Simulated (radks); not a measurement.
The nuclear charge of neutral barium is varied continuously with 56 electrons held in [Xe] 6s2. All-electron calculation, scalar-relativistic Kohn-Sham, r2SCAN, spin-unpolarised, spherical densities, finite nucleus; meta-GGA in the generalised Kohn-Sham scheme; Fermi nuclear charge, rms radius 4.8378 fm. Program: a radial shooting solver on a logarithmic mesh with Libxc functionals. By the Hellmann-Feynman theorem dE/dZ = E(electron-nucleus)/Z, the electronic potential at the nucleus (averaged over a nucleus of fixed radius). The scalar-relativistic energy here is not variational (the density holds large components alone), so the two differ by a part that grows with Z.

| Z | E (hartree) | E(electron-nucleus)/Z (hartree) | HOMO | e(HOMO) (eV) | <r> HOMO (bohr) |
|---|---|---|---|---|---|
| 55.8 | -8065.8303 | -349.766 | 6s | -2.282 | 5.169 |
| 56 | -8136.2594 | -351.519 | 6s | -3.267 | 4.887 |
| 56.2 | -8207.0431 | -353.272 | 6s | -4.330 | 4.652 |
| 56.4 | -8278.1814 | -355.025 | 6s | -5.465 | 4.452 |
| 56.6 | -8349.6745 | -356.779 | 6s | -6.666 | 4.277 |
| 56.8 | -8421.5225 | -358.533 | 6s | -7.930 | 4.124 |
| 57 | -8493.7257 | -360.289 | 6s | -9.253 | 3.987 |

The central difference of E at Z = 56 is -353.032 hartree, to compare with the third column; the second derivative is -8.87 hartree.
